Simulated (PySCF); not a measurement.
## Spinor energies of Mg³⁺ (magnesium, charge +3)

Start: [He] 2s2 2p5; 2p1/2 filled at m_j = -1/2, +1/2; 2p3/2 filled at m_j = -1/2, +1/2, +3/2. Calculated with PySCF 2.14 in an uncontracted even-tempered set (19 s from 0.21 bohr⁻², ratio 2.4; 12 p from 0.27 bohr⁻², ratio 2.4; 6 d from 3 bohr⁻², ratio 2.6; 5 f from 4.5 bohr⁻², ratio 2.6): generalised Hartree-Fock with the X2C-1e Hamiltonian and a Gaussian nucleus; one run each with spin-orbit coupling (SO) switched off, then screened by Boettger's factors.

| spinor shell | electrons | ε, spin-free (eV) | ε, screened SO (eV) | weight of nominal j (screened SO) | rms radius, screened SO (bohr) |
| --- | --- | --- | --- | --- | --- |
| 1s1/2 | 2 | -1393.6 | -1393.5 | 1.000 | 0.151 |
| 2s1/2 | 2 | -150.06 | -150.05 | 1.000 | 0.729 |
| 2p1/2 | 2 | -112.64 | -112.70 | 0.648 | 0.715 |
| 2p3/2 | 3 | -112.64 | -112.62 | 0.766 | 0.716 |

```tsv
quantity	spin-free	screened SO
E (hartree)	-196.24966	-196.25342
M_J	3/2	3/2
⟨J²⟩	3.752	3.752
⟨L²⟩	2.001	2.001
⟨S²⟩	0.751	0.751
```

Each row is a mean over spinors that exchange with the open shell spreads, by up to 7.889 eV (2s1/2).

Rows whose weight is well below 1 are mixtures of j = l ± 1/2: exchange outweighs spin-orbit coupling there, and the label is only the starting occupation.

Without spin-orbit coupling the j labels of p, d and f shells carry no meaning; the spin-free column gives the mean over the occupied spinors of each nl shell.
